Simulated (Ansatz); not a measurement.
Reaction (substitution at a C–O bond): `FC(F)OC(F)(F)F` + `C[SiH2]O` → `C[SiH2]OC(F)(F)F` + `OC(F)F`

Gas-phase electronic energies from Ansatz, PBE0-D4/def2-TZVP geometries. CCSD(T)/CBS adds triple-zeta CCSD(T) − MP2 to the extrapolated MP2 energy (def2 sets, frozen cores). This one scheme is used for every species. DFT in def2-TZVPP. One conformer a species, not always the lowest.

```csv
level,ΔE (kJ/mol)
r2SCAN-D4,-41.3
MP2/def2-TZVPP,-41.2
```

(1) What does CCSD(T)/CBS give? (Best estimate.)

Largest T1 diagnostic among the species: 0.012.

## Answers

(1) The calculation gave: -41.1 kJ/mol. The listed levels differ from it by -0.2, -0.1 kJ/mol.
